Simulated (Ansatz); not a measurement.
`C[CH2][AlH][CH2]N` + H₂ → `C[CH2][AlH2]` + CH₃NH₂ at 500 K and 1 bar (hydrogenolysis of the Al–C bond).

Computed with Ansatz on PBE0-D4/def2-TZVP structures; ΔE is electronic, products minus reactants. CCSD(T)/CBS is the MP2 limit (def2-TZVPP, def2-QZVPP) plus CCSD(T) − MP2 in def2-TZVPP, frozen cores. This one scheme is used for every species. One conformer a species, not always the lowest.

```tsv
species	CCSD(T)/CBS energy (Eh)	H − E (kJ/mol)	S (J/(mol·K))
`C[CH2][AlH][CH2]N`	-416.87631	384.9	454.9
H₂	-1.17544	41.0	145.5
`C[CH2][AlH2]`	-322.31200	241.1	361.4
CH₃NH₂	-95.75281	191.8	270.3
```

H − E and S are ideal-gas, rigid-rotor, harmonic terms from PBE0-D4/def2-TZVP, for one conformer and one mirror image of each species. The MP2-based limit puts H₂ 0.8 mEh under its directly extrapolated value; such offsets cancel only in part. 1 Eh = 2625.50 kJ/mol, R = 8.31446 J/(mol·K).

Question: By hand: ΔE, ΔH, ΔS and ΔG.

Answer: ΔE = (-322.31200) + (-95.75281) − (-416.87631) − (-1.17544) = -0.01306 Eh = -34.3 kJ/mol. Δ(H − E) = 241.1 + 191.8 − 384.9 − 41.0 = 7.0, so ΔH = -27.3 kJ/mol. ΔS = 361.4 + 270.3 − 454.9 − 145.5 = 31.3 J/(mol·K). ΔG = -27.3 − 500 × (31.3)/1000 = -43.0 kJ/mol.

Question: By hand: the equilibrium constant, and the temperature at which ΔG would vanish if ΔH and ΔS stayed fixed.

Answer: log₁₀ K = −ΔG/(RT ln 10) = 4.5. ΔH and −TΔS have one sign here, so there is no such temperature.

TΔS isn't small against ΔH here. A doubt of 5 kJ/mol in ΔE shifts log₁₀ K by 0.5 here. Other conformers and mirror images would add mixing entropy, several J/(mol·K) or more a flexible species. These are equilibria of isolated gas molecules and say nothing of rates. Largest T1 diagnostic: 0.009 (customary marks: 0.02 for closed shells, 0.045 for open ones).
